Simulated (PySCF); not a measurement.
# Adding and removing an electron: KSn

PBE0; K x2c-SVPall, Sn x2c-SVPall; spin-free X2C with a Gaussian nucleus (PySCF 2.14). Neutral (UKS): quartet (σ ↑, π ↑↑), Re = 3.266 Å, ωe = 137 cm⁻¹, De = 1.33 eV, HOMO -3.65 eV, LUMO -1.59 eV.

KSn⁺ (UKS): triplet (σ ↑, π ↑), Re = 3.885 Å, ωe = 68.9 cm⁻¹, De = 0.38 eV to K⁺ + Sn. The energies at the minima are -6777.46178 hartree for KSn and -6777.26592 for KSn⁺.

Q: Work out the adiabatic ionisation energy, without and with harmonic zero-point energies (1 hartree = 27.2114 eV, 1 eV = 8065.5 cm⁻¹), and the change of the bond length.

A: At PBE0: 0.19586 hartree = 5.330 eV between the minima; the zero-point term (68.9 − 137.0)/2 cm⁻¹ = -0.004 eV makes it 5.325 eV. Re changes by +61.9 pm against the neutral. The electron leaves a π orbital, and the ion is left as a loose complex of an ion and an atom.

Weak bonds: KSn⁺. Basis-set superposition, not corrected here, can be much of De in a small basis, most of all at correlated wavefunction levels. Spin–orbit coupling is left out, which matters for elements this heavy, above all for dissociation energies. For an ion De counts to the pair picked by the measured ionisation energies or electron affinities, which need not be the lowest pair at this level. States were picked by a PBE0 search and need not be the measured ground states.
